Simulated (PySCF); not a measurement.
# 4-bromobenzotrifluoride (FC(F)(F)c1ccc(Br)cc1, C₇H₄BrF₃)

Geometry (Å), atoms numbered from 1 in this order:
```xyz
15

F     2.757   -0.214    1.119
C     2.235    0.203   -0.041
F     2.631    1.465   -0.221
F     2.787   -0.539   -1.005
C     0.737    0.082   -0.041
C     0.145   -1.151   -0.320
C    -1.238   -1.290   -0.275
C    -2.024   -0.185    0.051
Br   -3.898   -0.366    0.113
C    -1.444    1.053    0.327
C    -0.059    1.181    0.280
H     0.769   -2.008   -0.581
H    -1.707   -2.250   -0.493
H    -2.073    1.909    0.575
H     0.405    2.146    0.489
```

The calculation used quadratic response CAM-B3LYP/aug-cc-pVDZ first hyperpolarisability, Taylor convention, gas phase in PySCF. Geometry: PBE0-D3(BJ)/def2-SVP.

The calculation is non-relativistic, which matters for the atoms heavier than Zn.

**Question.** Give the tensor of the second harmonic β(−2ω;ω,ω) at 1907 nm in the axes of these coordinates.

**Answer.** In au, Taylor convention; rows are the first index (the induced dipole):
```csv
,xx,yy,zz,xy,xz,yz
x,-82.1,+45.6,+52.0,-17.5,+6.5,-0.2
y,-17.4,+15.4,+0.2,+44.5,-0.3,-3.3
z,+6.5,-3.3,-0.7,-0.3,+51.2,+0.2
```
Norm of βᵢ = ⅓ Σⱼ (βᵢⱼⱼ + βⱼᵢⱼ + βⱼⱼᵢ): 14.6 au, hyper-Rayleigh value 46.0 au.
